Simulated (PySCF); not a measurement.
Ta(O)(OH)2(NH2) (H₄NO₃Ta), SMILES [NH2][Ta](=[O])([OH])[OH], multiplicity 1.

Coordinates come from a B3LYP-D3(BJ)/def2-SVP optimisation. The multiplicity is an assumed one; no other spin state was optimised. The structure was generated by enumeration; whether it is a known compound was not checked. The def2 effective core potentials stand for the cores of Ta; spin–orbit coupling is left out. The values are those of a single conformer.

These are HF/def2-TZVP run with PySCF values and carry that method's errors.

Symmetry labels are those of the subgroup Cs that the program uses (full group Cs).

Computed valence orbital energies around the gap with their symmetry:
```
orbital  symmetry  energy (eV)
-------  --------  -----------
HOMO−7         A'       -15.27
HOMO−6         A"       -14.82
HOMO−5         A'       -14.30
HOMO−4         A"       -13.80
HOMO−3         A'       -13.43
HOMO−2         A"       -12.78
HOMO−1         A'       -12.75
HOMO           A"       -11.41
LUMO           A'         2.12
LUMO+1         A'         3.51
LUMO+2         A"         3.83
LUMO+3         A'         3.91
```
